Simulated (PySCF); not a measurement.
C₃H₆BN.
Bonds: C1–N2 (triple), N2–B3, B3–C4, C4–C5 (double). Hydrogens: H6 on C1; H7, H8 on B3; H9 on C4; H10, H11 on C5.

Torsions of this conformer, `[CH:1]#[N+:2][BH2-:3][CH:4]=[CH2:5]`: N2–B3–C4–C5 -83°.

The closed-shell ground state was solved at several levels (PySCF, density fitting, gas phase, non-relativistic). The structure is a single GFN2-xTB conformer in the gas phase; no vibrational or solvent corrections. GFN2-xTB frequencies show an imaginary mode (51i cm⁻¹), so this geometry is no minimum at that level.

| level | basis functions | total energy (Eh) | HOMO (eV) | LUMO (eV) | gap (eV) | dipole (D) |
| --- | --- | --- | --- | --- | --- | --- |
| CAM-B3LYP/def2-SVPD | 148 | -197.2008 | -8.37 | -0.16 | 8.21 | 5.59 |
| PBE0/pcSseg-1 | 115 | -197.1822 | -7.03 | -1.10 | 5.93 | 5.47 |

What might B3LYP/pcJ-1 (195 basis functions) give for the same quantities?

Total energy -197.4771 Eh, HOMO -6.77 eV, LUMO -1.37 eV, gap 5.40 eV, dipole 5.45 D.

Over all these levels, which gives the widest orbital gap and which the narrowest?

CAM-B3LYP/def2-SVPD (range-separated hybrid) has the widest, 8.21 eV, and B3LYP/pcJ-1 (global hybrid, 20 % exact exchange) the narrowest, 5.40 eV. Functional and basis both differ between the two, so the spread mixes both effects.

How far do the dipole and the HOMO energy spread over the levels?

The dipole runs from 5.45 to 5.59 D (mean 5.50 D) and the HOMO from -8.37 to -6.77 eV.
